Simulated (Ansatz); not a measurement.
The cluster Se2S⁺. Total charge 1; doublet. Geometry relaxed at PBE0-D4/def2-TZVP.

| atom | x (Å) | y (Å) | z (Å) |
| --- | --- | --- | --- |
| S1 | 0.6078 | 0.6627 | -0.8983 |
| Se2 | -0.5374 | 0.6726 | 0.9198 |
| Se3 | -0.0704 | -1.3353 | -0.0216 |

The relaxation made no stability test and no search for a lower SCF solution. The structure comes from a short search, and lower isomers may exist.

Q: Estimate the harmonic wavenumbers at UKS PBE0-D4/def2-TZVP (Ansatz, unscaled). Is this a minimum?

A: 89, 326, 480 cm⁻¹. Yes, no mode is imaginary beyond noise. Zero-point energy 5.4 kJ/mol. Run time 32 s (4 threads of Arm Neoverse V1 on a shared host).
